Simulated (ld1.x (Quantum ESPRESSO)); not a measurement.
Logarithmic derivatives: bromine (Br), TM

bromine, norm-conserving Troullier–Martins (Kleinman–Bylander form), made with ld1.x (Quantum ESPRESSO) 7.5 (PBE, scalar-relativistic). Core [Ar] 3d10, reference 4s2 4p3 (charge +2). Waves: 4p (bound): rc 1.20 bohr; 4s (bound): rc 1.25 bohr. Local part: the s channel. Core correction: none.

The phase is arctan(r·u′/u) with u = r·R(r), unwrapped; energies in Ry, scanned from -5 to 5 Ry. A pole is an energy at which the radial function vanishes at the test radius. The pseudo phase is shifted by a multiple of π to meet the all-electron one at the reference energy, and phase errors are pseudo minus all-electron; the curves can meet again beyond the range given. Levels narrower than the energy grid can be missing from the lists of poles.

```csv
channel,radius (bohr),reference energy (Ry),"poles, all-electron","poles, pseudo",unbroken range about the reference energy with phases within 0.05 rad,phase error 1 Ry above the reference energy (rad)
s,1.35,-3.08,none,4.88,below 3.8,-0.007
p,1.35,-2.07,none,none,-4.4 to -0.3,+0.017
```

Note: ghost state, extra bound levels that the all-electron valence spectrum of the same l lacks: p at -77.5 eV. A true bound ghost makes a file unfit for plane-wave use.

Phases in the s channel:

```csv
E (Ry),all-electron,pseudo
-5.00,0.852,0.845
-4.48,0.734,0.729
-3.96,0.574,0.571
-3.44,0.357,0.356
-2.92,0.079,0.079
-2.40,-0.234,-0.237
-1.88,-0.528,-0.537
-1.36,-0.765,-0.780
-0.84,-0.942,-0.963
-0.32,-1.073,-1.097
0.20,-1.170,-1.197
0.72,-1.244,-1.274
1.24,-1.302,-1.335
1.76,-1.349,-1.384
2.28,-1.387,-1.425
2.80,-1.419,-1.461
3.32,-1.446,-1.492
3.84,-1.470,-1.520
4.36,-1.491,-1.546
4.88,-1.510,-1.571
```
